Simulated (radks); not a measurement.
Spherical quantum dot in the effective-mass picture: electrons in a well V = -V0 / (1 + exp((r - R)/a)) with V0 = 3.95, R = 13.5, a = 0.81, with a point charge +1 (a donor) at the centre, all in effective atomic units (hartree* = m*/eps^2 hartree, bohr* = eps/m* bohr), one dielectric constant everywhere. Calculated with a radial shooting solver with Libxc functionals: non-relativistic Kohn-Sham, LDA (Slater exchange, Perdew-Wang correlation), spin-polarised, spherical densities. Levels are named by radial order and angular momentum (1s, 1p, 1d, 2s, ...), and open shells are averaged over m.

N = 35, configuration 1s2 1p6 1d10 2s(up 1, down 0) 1f14 1g(up 2, down 0). This is the lowest configuration that the search found (a dilute case). Occupied and some empty levels:

level    occupation  eigenvalue (hartree*)  <r> (bohr*)
1s up             1               -0.77445        2.333
2s up             1               -0.76267        9.183
1s down           1               -0.75989        9.887
1p up             3               -0.75295        9.949
1p down           3               -0.74892        9.943
1d up             5               -0.73157        10.02
1d down           5               -0.72750        10.02
1f up             7               -0.70025        10.11
1f down           7               -0.69614        10.11
1g up             2               -0.65948        10.21
1g down           0               -0.65533        10.20
2s down           0               -0.61913        2.700
1h up             0               -0.60970        10.30
1h down           0               -0.60553        10.30
3s up             0               -0.53588        7.125
2p up             0               -0.52270        6.951
2p down           0               -0.51719        7.171
3s down           0               -0.51587        6.891
2d up             0               -0.47086        7.858
2d down           0               -0.46817        7.882

Energy (hartree*): total -81.2797, kinetic 4.7650, external -138.03, Hartree 57.857, exchange-correlation -5.8763.
